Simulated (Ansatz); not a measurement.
Gas-phase electronic energies from Ansatz, PBE0-D4/def2-TZVP geometries. CCSD(T)/CBS is the MP2 limit (def2-TZVPP, def2-QZVPP) plus CCSD(T) − MP2 in def2-TZVPP, frozen cores. This one scheme is used for every species. Functionals use def2-TZVPP. B3LYP here is the variant with VWN-RPA as its local correlation; programs differ in this. HSE06 is defined as in plane-wave codes. One conformer a species, not always the lowest.

Consider the ligand exchange at the Si–S bond: `CC[Si]SC` + silanol → `CC[Si]O[SiH3]` + CH₃SH.

| level | ΔE (kJ/mol) | difference from CCSD(T)/CBS |
| --- | --- | --- |
| PBE-D4 | -16.7 | 16.1 |
| revPBE-D4 | -16.3 | 16.5 |
| BLYP-D4 | -31.9 | 0.9 |
| r2SCAN-D4 | -24.8 | 8.0 |
| B97M-V | -32.4 | 0.4 |
| PBE0-D4 | -23.2 | 9.6 |
| B3LYP-D4 | -36.5 | -3.7 |
| r2SCANh-D4 | -26.5 | 6.3 |
| r2SCAN0-D4 | -28.8 | 4.0 |
| BHLYP-D4 | -44.9 | -12.1 |
| CAM-B3LYP-D4 | -45.4 | -12.6 |
| ωB97X-V | -39.4 | -6.6 |
| ωB97M-V | -38.0 | -5.2 |
| B2PLYP | -36.5 | -3.7 |
| PBE-QIDH | -28.5 | 4.3 |
| PBE | -17.6 | 15.2 |
| revPBE | -18.0 | 14.8 |
| BLYP | -33.7 | -0.9 |
| r2SCAN | -25.0 | 7.8 |
| PBE0 | -23.9 | 8.9 |
| B3LYP | -37.9 | -5.1 |
| r2SCANh | -26.7 | 6.1 |
| HSE06 | -23.3 | 9.5 |
| BHLYP | -46.1 | -13.3 |
| CAM-B3LYP | -46.2 | -13.4 |
| RPA@PBE/def2-TZVPP | -39.2 | -6.4 |
| HF/def2-SVP | -56.2 | -23.4 |
| MP2/def2-SVP | -35.5 | -2.7 |
| CCSD/def2-SVP | -43.4 | -10.6 |
| CCSD(T)/def2-SVP | -38.9 | -6.1 |
| HF/def2-TZVPP | -58.6 | -25.8 |
| MP2/def2-TZVPP | -30.3 | 2.5 |
| CCSD/def2-TZVPP | -42.0 | -9.2 |
| CCSD(T)/def2-TZVPP | -35.8 | -3.0 |
| HF/def2-QZVPP | -61.3 | -28.5 |
| MP2/def2-QZVPP | -29.5 | 3.3 |
| SCS-MP2/def2-QZVPP | -37.6 | -4.8 |
| HF/CBS(def2) | -61.6 | -28.8 |
| MP2/CBS(def2) | -27.3 | 5.5 |
| CCSD/CBS(def2) | -39.1 | -6.3 |
| CCSD(T)/CBS | -32.8 | 0 |

Largest T1 diagnostic among the species: 0.014.

Leaving LDA and LC-ωPBE aside and taking each functional with its dispersion term where it has one, the values spread over 29.1 kJ/mol, from CAM-B3LYP-D4 to revPBE-D4. From r2SCAN to r2SCAN0 (25 % exact exchange), in def2-TZVPP and without D4, ΔE moves by −4.0 kJ/mol.
